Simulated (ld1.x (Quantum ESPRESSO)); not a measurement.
**Building the TM potential for Ni (Z = 28) (LDA (PZ), non-relativistic).**

```json
{"Element": "nickel (Ni)", "Generator": "ld1.x (Quantum ESPRESSO) 7.5", "Type": "norm-conserving Troullier–Martins (Kleinman–Bylander form)", "Functional": "LDA (PZ)", "Relativity": "non-relativistic", "Frozen core": "[Ar]", "Valence charge": "10", "Reference configuration": "3d8 4s2 4p0", "Partial waves": "4s (bound): rc 2.25 bohr; 4p (bound, empty): rc 2.05 bohr; 3d (bound): rc 1.45 bohr", "Local potential": "all-electron potential smoothed inside 1.75 bohr (lloc = -1)", "Core correction": "none"}
```

Problem. Estimate the cutoffs (Ry, on a coarse ladder) from which the occupation-weighted sum of valence levels, in a spherical-Bessel basis at the reference potential, stays within 10 and 1 mRy of its value at 400 Ry.

Solution. 140 Ry and 230 Ry.

Problem. What does a ghost test show?

Solution. No extra level below or beside the all-electron valence levels (s, p, d, f tested).

Problem. Which valence shell sets the plane-wave cutoff?

Solution. 3d: its level needs 140 Ry to come within 1 mRy, against 21 Ry for 4s.

Problem. Tests: 3d8 4s1 4p0; 3d8 4s0 4p0; 3d7 4s0 4p0; 3d8 4s1 4p1; 3d8.5 4s1.5 4p0; 3d8 4s0 4p2; 3d9 4s0 4p0. Which has the largest error in its energy relative to the reference configuration, and how large is it?

Solution. 3d9 4s0 4p0, with -184 meV (all-electron minus pseudo) on +5.96 eV.
